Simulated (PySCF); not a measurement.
H6NSi2, SMILES [SiH3][N][SiH3] (connectivity only; charge and spin as stated), charge -1, multiplicity 1.

The structure is a stationary point at PBE-D3(BJ)/def2-SVPD. The multiplicity is an assumed one; other spin states were not compared. The isomer is the one that the SMILES or the coordinates give; other isomers of the formula were not compared.

Level of theory: PBE-D3(BJ)/def2-SVPD in PySCF.

Frequencies are harmonic and unscaled.

Computed normal modes with their intensities:
| mode | ν (cm⁻¹) | IR (km/mol) | moving atoms (share of kinetic energy) |
|---|---|---|---|
| 1 | 60 | 0.8 | H 55 %, N 40 % |
| 2 | 96 | 0.0 | H 99 % |
| 3 | 109 | 0.1 | N 40 %, Si 36 %, H 24 % |
| 4 | 635 | 1.2 | Si 57 %, H 27 %, N 16 % |
| 5 | 656 | 0.0 | H 88 %, Si 12 % |
| 6 | 673 | 96.5 | H 75 %, N 15 %, Si 10 % |
| 7 | 686 | 27.6 | H 86 %, Si 14 % |
| 8 | 697 | 81.8 | H 62 %, N 25 %, Si 12 % |
| 9 | 910 | 0.0 | H 96 % |
| 10 | 912 | 128.1 | H 97 % |
| 11 | 913 | 10.6 | H 97 % |
| 12 | 916 | 91.1 | H 97 % |
| 13 | 932 | 629.5 | H 93 % |
| 14 | 977 | 51.7 | H 88 %, Si 12 % |
| 15 | 1161 | 503.2 | N 79 %, Si 20 % |
| 16 | 1927 | 0.0 | H 96 % |
| 17 | 1938 | 683.7 | H 96 % |
| 18 | 1946 | 139.7 | H 97 % |
| 19 | 1966 | 609.4 | H 96 % |
| 20 | 2013 | 558.3 | H 98 % |
| 21 | 2030 | 20.3 | H 98 % |
